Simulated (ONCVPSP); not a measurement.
Ranking ONCV potentials for Sr (Z = 38)

All share these settings but for the change named:

strontium (Sr), optimised norm-conserving Vanderbilt (ONCV), made with ONCVPSP 4.0.1 (PBE, scalar-relativistic). Core [Ar] 3d10, reference 4s2 4p6 5s2. Waves: 4s+5s: rc 2.50 bohr, ncon 3, nbas 6, qcut 5.8 1/bohr, 2 projectors; 4p: rc 2.05 bohr, ncon 3, nbas 7, qcut 6 1/bohr, 3 projectors, debl 1.4 Ha; d scattering state at 0.1 Ha: rc 2.70 bohr, ncon 4, nbas 8, qcut 4.1 1/bohr, 3 projectors, debl 2.7 Ha. Local part: polynomial inside 1.80 bohr (lpopt 1, dvloc0 6 Ha). Core correction: none.

In the d channel the program set the typed energies aside and used 0.050, 2.750, 5.450 Ha.

Cutoff: the first of the cutoffs (Ha) at which the residual kinetic energy of the hardest occupied pseudo-wave falls to 1 and 0.1 mHa per electron; the density cutoff is not measured.

The base gives 8 Ha.

Of 8 variants that were run, those that failed, showed a ghost or another fault, or gave nearly equal values are left out.

A variant can come out equal or close to the base.

Q: Rank these variants from softest to hardest (loose cutoff).
A. s: rc 2.62
B. s: rc 2.04
C. s: rc 2.36
D. s: rc 1.7; local potential polynomial inside 1.70 bohr (lpopt 1, dvloc0 6 Ha)

A: A (7 Ha), C (10 Ha), B (11 Ha), D (13 Ha).
